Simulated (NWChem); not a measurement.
System meant: 2-heptanone (C7H14O); SMILES CCCCCC(C)=O

Input file for NWChem:

```
start job
memory heap 200 mb stack 900 mb global 1100 mb
geometry units angstroms noautoz
  C      0.228420     4.149778     0.258946
  C      0.310906     2.835674    -0.518094
  C     -0.111959     1.612420     0.301337
  C     -0.029857     0.296392    -0.474547
  C     -0.454672    -0.920724     0.340858
  C     -0.357628    -2.243488    -0.413305
  C     -0.798227    -3.486436     0.343757
  O      0.050328    -2.300708    -1.562885
  H      0.536354     5.015298    -0.361638
  H      0.884315     4.130746     1.154610
  H     -0.805470     4.344296     0.613982
  H     -0.323432     2.897586    -1.430235
  H      1.348941     2.682228    -0.888390
  H      0.522439     1.546423     1.215049
  H     -1.151670     1.762156     0.673193
  H      1.004400     0.135759    -0.847125
  H     -0.657341     0.353696    -1.389829
  H      0.155322    -1.014805     1.269302
  H     -1.500228    -0.813429     0.712032
  H     -1.869413    -3.406173     0.624581
  H     -0.647055    -4.382048    -0.285479
  H     -0.230245    -3.591353     1.291509
end
basis spherical
  C library def2-svp
  O library def2-svp
  H library def2-svp
end
dft
  odft
  mult 2
  xc pbe0
  iterations 150
  semidirect filesize 400000000
  mulliken
end
task dft energy
```

End of the output:

```
 ==============================================================================
                                 internuclear angles
 ------------------------------------------------------------------------------
        center 1       |       center 2       |       center 3       |  degrees
 ------------------------------------------------------------------------------
    2 C                |   1 C                |   9 H                |   111.81
    2 C                |   1 C                |  10 H                |   111.31
    2 C                |   1 C                |  11 H                |   111.31
    9 H                |   1 C                |  10 H                |   107.51
    9 H                |   1 C                |  11 H                |   107.51
   10 H                |   1 C                |  11 H                |   107.17
    1 C                |   2 C                |   3 C                |   113.55
    1 C                |   2 C                |  12 H                |   109.76
    1 C                |   2 C                |  13 H                |   109.75
    3 C                |   2 C                |  12 H                |   109.00
    3 C                |   2 C                |  13 H                |   108.99
   12 H                |   2 C                |  13 H                |   105.47
    2 C                |   3 C                |   4 C                |   113.63
    2 C                |   3 C                |  14 H                |   109.19
    2 C                |   3 C                |  15 H                |   109.19
    4 C                |   3 C                |  14 H                |   109.53
    4 C                |   3 C                |  15 H                |   109.57
   14 H                |   3 C                |  15 H                |   105.40
    3 C                |   4 C                |   5 C                |   113.60
    3 C                |   4 C                |  16 H                |   110.15
    3 C                |   4 C                |  17 H                |   110.06
    5 C                |   4 C                |  16 H                |   108.85
    5 C                |   4 C                |  17 H                |   108.92
   16 H                |   4 C                |  17 H                |   104.89
    4 C                |   5 C                |   6 C                |   114.19
    4 C                |   5 C                |  18 H                |   111.11
    4 C                |   5 C                |  19 H                |   111.25
    6 C                |   5 C                |  18 H                |   107.68
    6 C                |   5 C                |  19 H                |   107.92
   18 H                |   5 C                |  19 H                |   104.12
    5 C                |   6 C                |   7 C                |   116.37
    5 C                |   6 C                |   8 O                |   121.82
    7 C                |   6 C                |   8 O                |   121.82
    6 C                |   7 C                |  20 H                |   110.27
    6 C                |   7 C                |  21 H                |   109.84
    6 C                |   7 C                |  22 H                |   110.74
   20 H                |   7 C                |  21 H                |   109.55
   20 H                |   7 C                |  22 H                |   106.53
   21 H                |   7 C                |  22 H                |   109.86
 ------------------------------------------------------------------------------
                            number of included internuclear angles:         39
 ==============================================================================

 Summary of "ao basis" -> "" (spherical)
 ------------------------------------------------------------------------------
       Tag                 Description            Shells   Functions and Types
 ---------------- ------------------------------  ------  ---------------------
 C                          def2-svp                 6       14   3s2p1d
 O                          def2-svp                 6       14   3s2p1d
 H                          def2-svp                 3        5   2s1p

                                 NWChem DFT Module
                                 -----------------

 Summary of "ao basis" -> "ao basis" (spherical)
 ------------------------------------------------------------------------------
       Tag                 Description            Shells   Functions and Types
 ---------------- ------------------------------  ------  ---------------------
 C                          def2-svp                 6       14   3s2p1d
 O                          def2-svp                 6       14   3s2p1d
 H                          def2-svp                 3        5   2s1p

  number of electrons :                   64
  multiplicity        :                    2
 ------------------------------------------------------------------------
  no. of electrons and multiplicity not compatible                  64
 ------------------------------------------------------------------------
 ------------------------------------------------------------------------
  current input line :
    40: task dft energy
 ------------------------------------------------------------------------
 ------------------------------------------------------------------------
 There is an error in the input file
 ------------------------------------------------------------------------
 For more information see the NWChem manual at https://nwchemgit.github.io

0: no. of electrons and multiplicity not compatible:Received an Error in Communication
```

Problem. What is wrong, and how is it mended?

Solution. The program refused the input. Cause: the multiplicity doesn't fit the number of electrons (an even count wants an odd multiplicity, and the reverse). This input runs:
```
start job
memory heap 200 mb stack 900 mb global 1100 mb
geometry units angstroms noautoz
  C      0.228420     4.149778     0.258946
  C      0.310906     2.835674    -0.518094
  C     -0.111959     1.612420     0.301337
  C     -0.029857     0.296392    -0.474547
  C     -0.454672    -0.920724     0.340858
  C     -0.357628    -2.243488    -0.413305
  C     -0.798227    -3.486436     0.343757
  O      0.050328    -2.300708    -1.562885
  H      0.536354     5.015298    -0.361638
  H      0.884315     4.130746     1.154610
  H     -0.805470     4.344296     0.613982
  H     -0.323432     2.897586    -1.430235
  H      1.348941     2.682228    -0.888390
  H      0.522439     1.546423     1.215049
  H     -1.151670     1.762156     0.673193
  H      1.004400     0.135759    -0.847125
  H     -0.657341     0.353696    -1.389829
  H      0.155322    -1.014805     1.269302
  H     -1.500228    -0.813429     0.712032
  H     -1.869413    -3.406173     0.624581
  H     -0.647055    -4.382048    -0.285479
  H     -0.230245    -3.591353     1.291509
end
basis spherical
  * library def2-svp
end
dft
  xc pbe0
  iterations 150
  semidirect filesize 400000000
  mulliken
end
task dft energy
```
It converges to -349.73657 Ha (PBE0/def2-SVP).
